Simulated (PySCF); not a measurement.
A geometry optimisation, step by step.

Species: C3H10BN.
Bonds: B1–N2, N2–C3, C3–C4, C4–C5. Hydrogens: H6, H7 on B1; H8 on N2; H9, H10 on C3; H11, H12 on C4; H13, H14, H15 on C5.

Computed by this run: PySCF 2.14.0, PBE0-D3(BJ)/def2-SVP geometry optimisation, gas phase; density fitting, grid level 1; the optimiser is geomeTRIC in internal coordinates, started from a GFN2-xTB structure with every atom displaced at random (about 0.01 Å). The frame can shift and turn from step to step; on so coarse a grid that alone can change the energy by a few meV, and forces under 0.02 eV/Å are noise.

Step 0: E = -5430.8090 eV, largest atomic force 1.878 eV/Å
```
atom  x, y, z in Å  |  force x, y, z in eV/Å
B1     -2.629   -0.096   -0.293   -1.056   0.648  -0.755
N2     -1.479   -0.310    0.375    1.645  -0.033   0.597
C3     -0.243    0.405    0.242    1.438  -0.714   0.901
C4      0.931   -0.493   -0.279   -1.761   0.459   0.467
C5      2.198    0.267   -0.467   -0.450   0.236   0.694
H6     -3.574   -0.760   -0.088   -0.706  -0.647   0.180
H7     -2.693    0.815   -1.060    0.036   0.328  -0.347
H8     -1.385   -1.064    1.030   -0.199  -0.498   0.362
H9      0.071    0.823    1.246   -0.236  -0.170  -0.677
H10    -0.378    1.239   -0.427   -0.186   0.626  -0.480
H11     1.046   -1.323    0.434    0.153  -0.148   0.013
H12     0.590   -0.922   -1.223   -0.067  -0.279  -0.313
H13     2.496    0.716    0.478    0.358   0.202   0.357
H14     2.968   -0.384   -0.812    1.052  -0.600  -0.390
H15     2.065    1.069   -1.175   -0.024   0.591  -0.608
```

Step 1: E = -5430.9770 eV, largest atomic force 0.390 eV/Å
```
atom  x, y, z in Å  |  force x, y, z in eV/Å
B1     -2.623   -0.057   -0.102    0.129  -0.039   0.108
N2     -1.423   -0.291    0.562   -0.141  -0.023  -0.048
C3     -0.160    0.374    0.342   -0.105   0.060  -0.371
C4      0.841   -0.478   -0.430    0.133  -0.001   0.090
C5      2.151    0.259   -0.660    0.069  -0.093  -0.162
H6     -3.580   -0.755    0.138    0.012  -0.005   0.033
H7     -2.676    0.843   -0.908    0.000   0.057  -0.043
H8     -1.368   -1.066    1.216   -0.004   0.006   0.005
H9      0.299    0.670    1.301   -0.069   0.066   0.040
H10    -0.363    1.300   -0.231    0.035  -0.110   0.174
H11     1.033   -1.401    0.142   -0.006  -0.071   0.021
H12     0.394   -0.800   -1.387   -0.006   0.056   0.044
H13     2.528    0.688    0.281    0.064   0.022   0.055
H14     2.938   -0.408   -1.055   -0.129   0.089   0.010
H15     2.024    1.089   -1.374    0.017  -0.016   0.043
```

Step 2: E = -5430.9855 eV, largest atomic force 0.087 eV/Å
```
atom  x, y, z in Å  |  force x, y, z in eV/Å
B1     -2.631   -0.057   -0.103    0.009   0.000   0.074
N2     -1.429   -0.294    0.550    0.018  -0.047  -0.071
C3     -0.167    0.374    0.331    0.014  -0.009  -0.062
C4      0.852   -0.476   -0.424    0.021   0.016   0.064
C5      2.165    0.257   -0.658   -0.019  -0.007   0.003
H6     -3.581   -0.757    0.166   -0.023   0.010  -0.018
H7     -2.699    0.843   -0.910    0.009  -0.008  -0.002
H8     -1.373   -1.065    1.208   -0.003   0.005  -0.001
H9      0.270    0.679    1.298   -0.006   0.045   0.012
H10    -0.369    1.299   -0.233    0.013  -0.008   0.012
H11     1.038   -1.405    0.144   -0.021   0.016   0.008
H12     0.407   -0.789   -1.383    0.005  -0.012  -0.016
H13     2.560    0.676    0.282    0.017  -0.018   0.003
H14     2.936   -0.411   -1.070   -0.028   0.005  -0.024
H15     2.038    1.094   -1.363   -0.007   0.013   0.018
```

Step 3: E = -5430.9879 eV, largest atomic force 0.093 eV/Å
```
atom  x, y, z in Å  |  force x, y, z in eV/Å
B1     -2.634   -0.062   -0.097   -0.025   0.074  -0.031
N2     -1.427   -0.302    0.544    0.007  -0.066  -0.016
C3     -0.169    0.374    0.325    0.019  -0.016   0.090
C4      0.857   -0.475   -0.417   -0.017   0.009  -0.004
C5      2.168    0.258   -0.657   -0.019   0.017   0.053
H6     -3.595   -0.748    0.166    0.024  -0.013   0.015
H7     -2.693    0.840   -0.904   -0.010  -0.007   0.000
H8     -1.369   -1.070    1.205    0.013  -0.003   0.005
H9      0.256    0.693    1.294    0.008   0.011  -0.010
H10    -0.373    1.295   -0.241   -0.014   0.026  -0.053
H11     1.041   -1.404    0.152   -0.010   0.030   0.010
H12     0.412   -0.788   -1.376    0.017  -0.036  -0.018
H13     2.580    0.665    0.282   -0.002  -0.030  -0.013
H14     2.927   -0.409   -1.088    0.024  -0.018  -0.036
H15     2.035    1.103   -1.350   -0.013   0.021   0.009
```

Step 4: E = -5430.9901 eV, largest atomic force 0.134 eV/Å
```
atom  x, y, z in Å  |  force x, y, z in eV/Å
B1     -2.636   -0.059   -0.095   -0.054   0.014  -0.019
N2     -1.425   -0.309    0.534    0.036   0.016  -0.003
C3     -0.171    0.375    0.317    0.008   0.004   0.134
C4      0.861   -0.475   -0.412   -0.032   0.000  -0.063
C5      2.170    0.257   -0.653    0.005   0.017   0.047
H6     -3.591   -0.749    0.180   -0.004   0.002  -0.007
H7     -2.703    0.844   -0.900   -0.002  -0.014   0.018
H8     -1.364   -1.075    1.197    0.005  -0.002  -0.009
H9      0.245    0.710    1.286    0.013  -0.017  -0.021
H10    -0.378    1.289   -0.258   -0.024   0.019  -0.064
H11     1.041   -1.401    0.162    0.005   0.017   0.020
H12     0.421   -0.793   -1.373    0.021  -0.036   0.001
H13     2.597    0.645    0.287   -0.005  -0.026  -0.011
H14     2.919   -0.405   -1.108    0.035  -0.012  -0.030
H15     2.031    1.115   -1.329   -0.009   0.019   0.007
```

Step 5: E = -5430.9921 eV, largest atomic force 0.097 eV/Å
```
atom  x, y, z in Å  |  force x, y, z in eV/Å
B1     -2.651   -0.058   -0.082   -0.009   0.014  -0.029
N2     -1.425   -0.311    0.515    0.058   0.011   0.077
C3     -0.174    0.378    0.298   -0.043   0.059   0.030
C4      0.869   -0.476   -0.411   -0.047  -0.017  -0.080
C5      2.179    0.255   -0.644    0.018   0.010   0.011
H6     -3.597   -0.754    0.210   -0.003   0.004  -0.005
H7     -2.742    0.851   -0.878    0.001  -0.003   0.008
H8     -1.353   -1.076    1.178   -0.010  -0.027  -0.013
H9      0.234    0.735    1.263    0.006  -0.032  -0.014
H10    -0.384    1.281   -0.296   -0.009  -0.007  -0.037
H11     1.044   -1.396    0.175    0.013  -0.002   0.026
H12     0.443   -0.808   -1.373    0.014  -0.015   0.021
H13     2.621    0.608    0.302   -0.001  -0.009   0.003
H14     2.918   -0.396   -1.133    0.010   0.004  -0.005
H15     2.035    1.136   -1.289    0.002   0.009   0.006
```

Step 6: E = -5430.9927 eV, largest atomic force 0.095 eV/Å
```
atom  x, y, z in Å  |  force x, y, z in eV/Å
B1     -2.652   -0.051   -0.070   -0.021  -0.051   0.016
N2     -1.423   -0.325    0.514   -0.009   0.095   0.002
C3     -0.180    0.374    0.283    0.017   0.010  -0.016
C4      0.873   -0.481   -0.411   -0.020  -0.018  -0.024
C5      2.180    0.258   -0.641    0.013  -0.002  -0.023
H6     -3.604   -0.740    0.218   -0.003   0.001   0.002
H7     -2.739    0.869   -0.852    0.003   0.003  -0.004
H8     -1.347   -1.093    1.172    0.003  -0.011  -0.029
H9      0.226    0.752    1.240    0.013  -0.009   0.005
H10    -0.402    1.262   -0.331    0.001  -0.038   0.017
H11     1.054   -1.390    0.191    0.009  -0.005   0.013
H12     0.458   -0.834   -1.370    0.000   0.009   0.014
H13     2.629    0.589    0.309    0.002   0.005   0.011
H14     2.917   -0.377   -1.154   -0.015   0.012   0.014
H15     2.025    1.155   -1.262    0.008  -0.002   0.004
```

Step 7: E = -5430.9934 eV, largest atomic force 0.039 eV/Å
```
atom  x, y, z in Å  |  force x, y, z in eV/Å
B1     -2.656   -0.053   -0.068    0.006  -0.015   0.001
N2     -1.423   -0.317    0.513   -0.007   0.030   0.025
C3     -0.178    0.378    0.282   -0.007   0.004  -0.022
C4      0.871   -0.481   -0.414    0.002  -0.010   0.001
C5      2.180    0.257   -0.640    0.005  -0.004  -0.012
H6     -3.602   -0.748    0.224   -0.002   0.001   0.001
H7     -2.752    0.866   -0.852    0.001   0.003  -0.001
H8     -1.344   -1.089    1.167    0.001  -0.012  -0.014
H9      0.233    0.749    1.239   -0.001   0.003   0.003
H10    -0.397    1.267   -0.330    0.000  -0.011   0.008
H11     1.051   -1.390    0.188    0.004   0.001   0.002
H12     0.455   -0.831   -1.374    0.001   0.006   0.000
H13     2.624    0.590    0.312    0.000   0.001   0.003
H14     2.920   -0.381   -1.146   -0.006   0.004   0.004
H15     2.032    1.152   -1.265    0.001  -0.002   0.002
```

Step 8: E = -5430.9935 eV, largest atomic force under 0.02 eV/Å
```
atom  x, y, z in Å  |  force x, y, z in eV/Å
B1     -2.657   -0.053   -0.066    0.005  -0.001  -0.002
N2     -1.423   -0.315    0.514   -0.005   0.007   0.015
C3     -0.178    0.379    0.281    0.000  -0.006  -0.009
C4      0.871   -0.481   -0.415    0.001  -0.002   0.007
C5      2.180    0.256   -0.640    0.001   0.000  -0.002
H6     -3.601   -0.750    0.227    0.000   0.000   0.001
H7     -2.754    0.867   -0.848    0.000   0.000   0.000
H8     -1.342   -1.091    1.163    0.002  -0.007  -0.007
H9      0.234    0.751    1.237   -0.002   0.005  -0.001
H10    -0.398    1.267   -0.332    0.000   0.000   0.000
H11     1.051   -1.389    0.188   -0.001   0.000  -0.001
H12     0.455   -0.832   -1.375   -0.001   0.003  -0.002
H13     2.623    0.590    0.312    0.000   0.001  -0.001
H14     2.920   -0.382   -1.145   -0.001  -0.001   0.000
H15     2.033    1.151   -1.266    0.000  -0.001   0.000
```

**Question.** Summarise the path.

**Answer.** The energy falls by 17.80 kJ/mol from step 0 to step 8; nine tenths of that is first reached at step 1. It falls at every step. The largest force goes from 1.878 to under 0.02 eV/Å. Among the bonds C3–C4 changes most, from 1.567 to 1.524 Å; the atoms move by 0.060 Å rms after alignment.

**Question.** Follow the three bonds and two angles with the largest change from start to end.

**Answer.** 
```json
{"step": "0", "E above end (kJ/mol)": "17.80", "largest force (eV/Å)": "1.878", "C3–C4 (Å)": "1.567", "B1–N2 (Å)": "1.347", "B1–H6 (Å)": "1.172", "C3–N2–H8 (°)": "110.8", "B1–N2–H8 (°)": "121.6"}
{"step": "1", "E above end (kJ/mol)": "1.59", "largest force (eV/Å)": "0.390", "C3–C4 (Å)": "1.524", "B1–N2 (Å)": "1.391", "B1–H6 (Å)": "1.210", "C3–N2–H8 (°)": "113.7", "B1–N2–H8 (°)": "118.9"}
{"step": "2", "E above end (kJ/mol)": "0.77", "largest force (eV/Å)": "0.087", "C3–C4 (Å)": "1.526", "B1–N2 (Å)": "1.388", "B1–H6 (Å)": "1.210", "C3–N2–H8 (°)": "113.7", "B1–N2–H8 (°)": "118.8"}
{"step": "3", "E above end (kJ/mol)": "0.53", "largest force (eV/Å)": "0.093", "C3–C4 (Å)": "1.524", "B1–N2 (Å)": "1.387", "B1–H6 (Å)": "1.210", "C3–N2–H8 (°)": "113.7", "B1–N2–H8 (°)": "118.8"}
{"step": "4", "E above end (kJ/mol)": "0.33", "largest force (eV/Å)": "0.134", "C3–C4 (Å)": "1.522", "B1–N2 (Å)": "1.387", "B1–H6 (Å)": "1.210", "C3–N2–H8 (°)": "113.8", "B1–N2–H8 (°)": "119.0"}
{"step": "5", "E above end (kJ/mol)": "0.13", "largest force (eV/Å)": "0.097", "C3–C4 (Å)": "1.522", "B1–N2 (Å)": "1.387", "B1–H6 (Å)": "1.210", "C3–N2–H8 (°)": "113.3", "B1–N2–H8 (°)": "118.8"}
{"step": "6", "E above end (kJ/mol)": "0.07", "largest force (eV/Å)": "0.095", "C3–C4 (Å)": "1.524", "B1–N2 (Å)": "1.388", "B1–H6 (Å)": "1.210", "C3–N2–H8 (°)": "113.9", "B1–N2–H8 (°)": "119.3"}
{"step": "7", "E above end (kJ/mol)": "0.01", "largest force (eV/Å)": "0.039", "C3–C4 (Å)": "1.523", "B1–N2 (Å)": "1.388", "B1–H6 (Å)": "1.210", "C3–N2–H8 (°)": "113.6", "B1–N2–H8 (°)": "118.9"}
{"step": "8", "E above end (kJ/mol)": "0.00", "largest force (eV/Å)": "under 0.02", "C3–C4 (Å)": "1.524", "B1–N2 (Å)": "1.388", "B1–H6 (Å)": "1.210", "C3–N2–H8 (°)": "113.6", "B1–N2–H8 (°)": "118.9"}
```

The cost below is that of the whole optimisation. Hardware: one thread of an Arm Neoverse V1, no GPU, shared host with 32 logical CPUs at a one-minute load of 18. Cost: 40 s, 0.49 GiB resident at most.
